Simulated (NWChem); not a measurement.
# C2HBF2; SMILES C#CB(F)F

Computed with NWChem. Structure relaxed at the PBE0/def2-SVP level. B3LYP is NWChem's, with the RPA form of VWN correlation. Ions are spin-unrestricted doublets at the neutral geometry; other ion states weren't tried.

Problem. Order these by “−ε(HOMO) (eV)”, lowest first: BHandHLYP/def2-SVP; B3LYP/def2-SVP; PBE/def2-SVP.

Solution. PBE/def2-SVP (7.42), B3LYP/def2-SVP (8.46), BHandHLYP/def2-SVP (9.90)
